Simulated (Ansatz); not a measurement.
C2H9BSSi (`CB[SiH2]SC`). Total charge 0; spin multiplicity 1. All single points use the PBE0-D4/def2-TZVP geometry. It is one conformer, not always the lowest.

```xyz
14

C     1.450    1.742   -1.350
B     0.487    1.881   -0.146
Si   -0.507    0.340    0.692
S     0.040   -1.479   -0.279
C    -0.963   -2.668    0.657
H     0.790    1.931   -2.217
H     1.879    0.751   -1.509
H     2.227    2.508   -1.403
H     0.254    2.975    0.293
H    -0.197    0.247    2.152
H    -1.986    0.538    0.602
H    -2.025   -2.450    0.551
H    -0.688   -2.662    1.712
H    -0.760   -3.655    0.243
```

Question: What is the dipole moment at r2SCAN/def2-TZVPP? (Best estimate.)

Answer: The calculation gave: 0.23 D, with components (-0.23, 0.00, 0.05) D in this frame, pointing from negative to positive charge.

Question: And with PBE, B3LYP, ωB97M-V? (Estimate.)

Answer: Ansatz gave: PBE 0.18 D, B3LYP 0.23 D, ωB97M-V 0.22 D.

Question: Give the Mulliken charges with r2SCAN, ωB97M-V, PBE in def2-TZVPP. (Best estimate.)

Answer: The calculation gave: 
| atom | r2SCAN | ωB97M-V | PBE |
| --- | --- | --- | --- |
| C1 | -0.20 | -0.32 | -0.29 |
| B2 | 0.06 | -0.01 | 0.07 |
| Si3 | 0.23 | 0.09 | 0.12 |
| S4 | -0.26 | -0.19 | -0.22 |
| C5 | -0.15 | -0.36 | -0.27 |
| H6 | 0.07 | 0.12 | 0.11 |
| H7 | 0.07 | 0.12 | 0.11 |
| H8 | 0.08 | 0.12 | 0.11 |
| H9 | 0.00 | 0.09 | 0.02 |
| H10 | -0.08 | -0.04 | -0.06 |
| H11 | -0.08 | -0.04 | -0.06 |
| H12 | 0.09 | 0.14 | 0.12 |
| H13 | 0.09 | 0.14 | 0.12 |
| H14 | 0.08 | 0.14 | 0.12 |

B3LYP here is the variant with VWN-RPA as its local correlation; programs differ in this.
